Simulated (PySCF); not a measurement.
Si(OH)4 (H4O4Si), SMILES O[Si](O)(O)O.

Geometry optimised at PBE0-D3(BJ)/def2-SVP. The isomer is the one that the SMILES or the coordinates give; other isomers of the formula were not compared. Other conformers were not sampled.

All values below come from PBE0-D3(BJ)/def2-SVP in PySCF.

Frequencies are harmonic and unscaled.

Modes within 1.5 cm⁻¹ of each other (mostly degenerate sets) share a row, with their intensities summed.

Computed vibrational spectrum:
| mode | ν (cm⁻¹) | IR (km/mol) | moving atoms (share of kinetic energy) |
|---|---|---|---|
| 1 | 192 | 171.4 | O 52 %, H 47 % |
| 2 | 197 | 0.0 | H 66 %, O 34 % |
| 3–4 | 273 | 29.9 | H 80 %, O 16 % |
| 5 | 283 | 0.0 | O 66 %, H 34 % |
| 6 | 352 | 6.4 | H 43 %, O 42 %, Si 15 % |
| 7–8 | 363 | 178.0 | O 54 %, H 30 %, Si 16 % |
| 9 | 408 | 225.5 | O 63 %, H 27 %, Si 10 % |
| 10 | 773 | 0.0 | O 98 % |
| 11 | 816 | 0.0 | H 93 % |
| 12 | 827 | 219.2 | H 74 %, O 25 % |
| 13–14 | 833 | 422.0 | H 66 %, O 33 % |
| 15 | 946 | 149.5 | O 45 %, Si 44 %, H 11 % |
| 16–17 | 1013 | 536.7 | Si 49 %, O 35 %, H 16 % |
| 18–20 | 3937 | 423.0 | H 94 % |
| 21 | 3941 | 0.0 | H 94 % |
